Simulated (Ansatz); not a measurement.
System (SMILES): [AsH2] (AsH2), doublet.
Atoms: As1, H2, H3. Bonds: As1-H2, As1-H3.

Basis-set convergence of the optimised As1-H2 bond length at MP2 with Ansatz (an electronic-structure program). The reference of a correlated method is not its basis-set limit, which lies further on. Cartesian d functions, on some or all atoms, in 3-21G, 6-31G, 6-31G**; all else is spherical. Cores are frozen (with 3d on Ga to Br). Open shells are unrestricted. No added dispersion term, no relativity. Reference: the value in aug-pcseg-3, 1.5178 Å, itself unsure by roughly 0.0003 Å (its mean distance from aug-cc-pVQZ, cc-pV5Z, def2-QZVPPD). Deviations are taken from unrounded values.

| basis | functions | optimised As1-H2 bond length (Å) | minus reference (Å) |
|---|---|---|---|
| 3-21G | 27 | 1.5447 | 0.0270 |
| 6-31G | 33 | 1.5438 | 0.0260 |
| pcseg-1 | 37 | 1.5203 | 0.0025 |
| def2-SVP | 42 | 1.5190 | 0.0012 |
| 6-31G** | 45 | 1.5148 | -0.0030 |
| aug-cc-pVDZ | 54 | 1.5265 | 0.0087 |
| def2-SVPD | 54 | 1.5212 | 0.0034 |
| cc-pVTZ | 71 | 1.5187 | 0.0009 |
| pcseg-2 | 71 | 1.5180 | 0.0002 |
| def2-TZVPD | 72 | 1.5213 | 0.0035 |
| def2-TZVPP | 76 | 1.5185 | 0.0007 |
| aug-pcseg-2 | 105 | 1.5188 | 0.0011 |
| def2-QZVPPD | 161 | 1.5173 | -0.0005 |
